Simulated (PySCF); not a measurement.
Breaking a bond: SeH, doublet.

Levels: NEVPT2 = SC-NEVPT2 on CASSCF(7,5)/cc-pVDZ, all electrons correlated (PySCF); UCCSD = CCSD on UHF/cc-pVDZ, 9 core orbitals frozen in PySCF; UKS-PBE = unrestricted PBE/cc-pVDZ run with PySCF 2.14.0.

Energies are in kcal/mol, each relative to the lowest point of its own curve near equilibrium.

```tsv
R / Å	NEVPT2	UCCSD	UKS-PBE
1.17	40.5	40.0	42.2
1.24	21.3	20.9	22.7
1.33	7.0	6.7	7.9
1.38	2.8	2.6	3.4
1.42	0.9	0.8	1.2
1.47	0.0	0.0	0.0
1.52	0.4	0.5	0.1
1.55	1.1	1.3	0.6
1.64	4.9	5.4	3.9
1.70	8.4	9.1	7.2
1.81	16.0	17.0	14.5
```

At the longest distance, 1.81 Å, UCCSD lies highest above its minimum (17.0 kcal/mol) and UKS-PBE lowest (14.5 kcal/mol).

The scan ran from 1.17 to 5.92 Å; beyond the distances shown one of the unrestricted levels run for this scan, shown here or not, changes its spin distribution in one step.
